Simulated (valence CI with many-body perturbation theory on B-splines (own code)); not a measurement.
Pr27+: electric-dipole lines

Level of theory: relativistic CI+MBPT: four valence electrons over a frozen Dirac-Fock core [Ar] 3d10, radial functions for each j: 11 s, 11 p, 10 d, 8 f, 5 g, 2 h, with the one-electron correlation potential Σ1 (screened to all orders), the two-electron term Σ2, the three-electron term Σ3, Breit, model QED; selected single and double excitations, second order for the rest, scaled by the run's own slope (own B-spline code, finite nucleus).

The last digits are not significant, and no measured levels were compared; by estimate large intervals hold to a few tenths of a per cent, small ones and those within an open d or f shell to about a per cent. Among the levels kept, up to 510 cm⁻¹ of a level comes from second order outside the variational space, and about a tenth of that is noise between levels of different J, which matters for small intervals.

Lines 201 to 250 of 558 in falling wavelength, among levels below 2748900 cm⁻¹, chosen from the strongest by gf and those to the six lowest levels. Wavelengths and rates use the calculated energies. Electric multipoles are in the length gauge, E1 and E2 with the static RPA response of the core. Weak lines are less certain than strong ones. Lines between different terms over intervals too small for the method are left out, as are lines whose strength nearly cancels. Where a level lies close to another of its J and parity, the split of strength between their lines is uncertain. The highest levels of a list are the least certain.

Levels are named by their leading jj configuration (3d3/2^4 stands for four electrons in 3d with j = 3/2), which in mixed levels can hold well under half, so a name can repeat and another be missing. Letters in brackets count levels of one name in rising energy.

```
λ vac (nm)                           Upper                           Lower   A (s⁻¹)  S (a.u.) with core polarisation  S without
     11.25  (4s 4p1/2 4p3/2 4d5/2) J=2 [a]      (4s 4p1/2 4p3/2^2) J=2 [a]  4.07e+10                         1.43e-01   1.53e-01
     11.24  (4s 4p1/2 4p3/2 4f7/2) J=5 [c]  (4s 4p1/2 4p3/2 4d5/2) J=4 [b]  9.84e+09                         7.60e-02   8.04e-02
     11.23              (4s^2 4d5/2^2) J=2          (4s^2 4p3/2 4d5/2) J=3  1.04e+11                         3.64e-01   3.90e-01
     11.22          (4s 4p1/2^2 4d5/2) J=2          (4s 4p1/2^2 4p3/2) J=1  9.40e+10                         3.28e-01   3.51e-01
     11.20   (4p1/2 4p3/2^2 4d3/2) J=1 [b]             (4p1/2 4p3/2^3) J=2  4.10e+10                         8.53e-02   9.13e-02
     11.20       (4p1/2^2 4p3/2 4d5/2) J=2           (4p1/2^2 4p3/2^2) J=2  3.33e+10                         1.15e-01   1.23e-01
     11.17       (4p1/2^2 4p3/2 4d5/2) J=1           (4p1/2^2 4p3/2^2) J=0  6.91e+10                         1.43e-01   1.52e-01
     11.17  (4s 4p1/2 4p3/2 4d5/2) J=3 [a]      (4s 4p1/2 4p3/2^2) J=2 [a]  4.06e+10                         1.95e-01   2.09e-01
     11.16          (4s 4p1/2^2 4d5/2) J=3          (4s 4p1/2^2 4p3/2) J=2  5.64e+10                         2.71e-01   2.89e-01
     11.16  (4s 4p1/2 4d3/2 4d5/2) J=1 [b]  (4s 4p1/2 4p3/2 4d3/2) J=1 [c]  4.46e+10                         9.18e-02   9.80e-02
     11.15  (4s 4p1/2 4d3/2 4d5/2) J=3 [d]  (4s 4p1/2 4p3/2 4d3/2) J=3 [b]  5.04e+10                         2.42e-01   2.59e-01
     11.15          (4s^2 4d3/2 4d5/2) J=3          (4s^2 4p3/2 4d3/2) J=3  3.29e+10                         1.58e-01   1.68e-01
     11.15          (4s^2 4p3/2 4f5/2) J=3          (4s^2 4p3/2 4d5/2) J=3  3.89e+10                         1.86e-01   1.99e-01
     11.14      (4s 4p1/2 4d3/2 4d5/2) J=0  (4s 4p1/2 4p3/2 4d3/2) J=1 [d]  9.99e+10                         6.81e-02   7.30e-02
     11.14  (4s 4p1/2 4d3/2 4d5/2) J=3 [a]  (4s 4p1/2 4p3/2 4d3/2) J=3 [a]  2.03e+10                         9.70e-02   1.04e-01
     11.13  (4s 4p1/2 4d3/2 4d5/2) J=3 [b]      (4s 4p1/2 4p3/2 4d3/2) J=4  1.42e+10                         6.79e-02   7.26e-02
     11.13          (4s^2 4p1/2 4d5/2) J=3          (4s^2 4p1/2 4p3/2) J=2  8.42e+10                         4.01e-01   4.28e-01
     11.10          (4s^2 4p3/2 4d3/2) J=1              (4s^2 4p3/2^2) J=2  1.31e+11                         2.66e-01   2.85e-01
     11.10          (4s 4p1/2 4d5/2^2) J=4      (4s 4p1/2 4p3/2 4d5/2) J=5  1.71e+10                         1.04e-01   1.11e-01
     11.09  (4s 4p1/2 4d3/2 4d5/2) J=4 [a]  (4s 4p1/2 4p3/2 4d3/2) J=3 [a]  3.46e+10                         2.10e-01   2.25e-01
     11.09          (4s^2 4d3/2 4d5/2) J=1          (4s^2 4p3/2 4d5/2) J=2  3.12e+10                         6.29e-02   6.75e-02
     11.09  (4s 4p1/2 4p3/2 4f7/2) J=4 [b]  (4s 4p1/2 4p3/2 4d5/2) J=4 [b]  2.42e+10                         1.47e-01   1.56e-01
     11.09  (4s 4p1/2 4d3/2 4d5/2) J=2 [d]  (4s 4p1/2 4p3/2 4d3/2) J=1 [b]  3.06e+10                         1.03e-01   1.10e-01
     11.05  (4s 4p1/2 4d3/2 4d5/2) J=1 [a]             (4p1/2 4p3/2^3) J=2  3.29e+10                         6.58e-02   7.05e-02
     11.05      (4s 4p3/2^2 4d5/2) J=3 [a]                (4s 4p3/2^3) J=2  3.47e+10                         1.62e-01   1.73e-01
     11.03  (4s 4p1/2 4p3/2 4f5/2) J=2 [a]  (4s 4p1/2 4p3/2 4d3/2) J=1 [b]  2.37e+10                         7.85e-02   8.37e-02
     11.03  (4s 4p1/2 4d3/2 4d5/2) J=2 [d]  (4s 4p1/2 4p3/2 4d3/2) J=2 [b]  2.68e+10                         8.88e-02   9.48e-02
     11.01  (4s 4p1/2 4p3/2 4d3/2) J=1 [e]      (4s 4p1/2 4p3/2^2) J=1 [b]  8.94e+10                         1.77e-01   1.89e-01
     11.01      (4s 4p3/2^2 4d5/2) J=1 [a]                (4s 4p3/2^3) J=2  1.61e+11                         3.18e-01   3.41e-01
     11.00          (4s^2 4p3/2 4f7/2) J=4          (4s^2 4p3/2 4d5/2) J=3  4.78e+10                         2.83e-01   3.02e-01
     11.00  (4s 4p1/2 4p3/2 4f5/2) J=3 [a]  (4s 4p1/2 4p3/2 4d3/2) J=2 [b]  1.78e+10                         8.19e-02   8.73e-02
     10.98      (4s 4p1/2 4d3/2 4d5/2) J=5      (4s 4p1/2 4p3/2 4d3/2) J=4  3.02e+10                         2.17e-01   2.32e-01
     10.98          (4s^2 4p1/2 4d3/2) J=1          (4s^2 4p1/2 4p3/2) J=2  1.19e+10                         2.34e-02   2.51e-02
     10.96  (4s 4p1/2 4d3/2 4d5/2) J=2 [c]  (4s 4p1/2 4p3/2 4d5/2) J=2 [a]  6.73e+10                         2.19e-01   2.34e-01
     10.96   (4p1/2 4p3/2^2 4d5/2) J=1 [b]             (4p1/2 4p3/2^3) J=1  3.57e+10                         6.96e-02   7.43e-02
     10.95          (4s^2 4d3/2^2) J=0 [b]          (4s^2 4p3/2 4d3/2) J=1  2.85e+11                         1.85e-01   1.98e-01
     10.95          (4s 4p1/2 4d5/2^2) J=3  (4s 4p1/2 4p3/2 4d5/2) J=3 [b]  3.84e+10                         1.74e-01   1.86e-01
     10.95   (4p1/2 4p3/2^2 4d5/2) J=2 [a]             (4p1/2 4p3/2^3) J=2  3.78e+10                         1.22e-01   1.31e-01
     10.94       (4p1/2^2 4p3/2 4d5/2) J=3           (4p1/2^2 4p3/2^2) J=2  6.48e+10                         2.93e-01   3.12e-01
     10.94  (4s 4p1/2 4d3/2 4d5/2) J=2 [a]  (4s 4p1/2 4p3/2 4d3/2) J=3 [a]  1.95e+10                         6.29e-02   6.75e-02
     10.94  (4s 4p1/2 4p3/2 4d5/2) J=2 [e]      (4s 4p1/2 4p3/2^2) J=1 [b]  1.05e+11                         3.38e-01   3.62e-01
     10.93          (4s^2 4p1/2 4d5/2) J=2          (4s^2 4p1/2 4p3/2) J=2  5.39e+10                         1.74e-01   1.86e-01
     10.93          (4s 4p1/2 4d5/2^2) J=2  (4s 4p1/2 4p3/2 4d5/2) J=3 [b]  3.64e+10                         1.17e-01   1.26e-01
     10.93          (4s^2 4d3/2 4d5/2) J=3          (4s^2 4p3/2 4d3/2) J=2  3.61e+10                         1.62e-01   1.74e-01
     10.91          (4s 4p1/2 4d5/2^2) J=2  (4s 4p1/2 4p3/2 4d5/2) J=2 [b]  9.76e+10                         3.13e-01   3.34e-01
     10.88              (4s^2 4d5/2^2) J=4          (4s^2 4p3/2 4d3/2) J=3  2.64e+10                         1.51e-01   1.63e-01
     10.86      (4s 4p3/2^2 4d5/2) J=2 [a]                (4s 4p3/2^3) J=2  9.31e+10                         2.94e-01   3.15e-01
     10.85          (4s 4p1/2^2 4f7/2) J=3          (4s 4p1/2^2 4d5/2) J=2  5.14e+10                         2.27e-01   2.40e-01
     10.85  (4s 4p1/2 4p3/2 4d5/2) J=1 [a]          (4s 4p1/2 4p3/2^2) J=0  9.56e+10                         1.81e-01   1.93e-01
     10.84          (4s^2 4p3/2 4f7/2) J=3          (4s^2 4p3/2 4d5/2) J=3  9.46e+10                         4.16e-01   4.45e-01
```
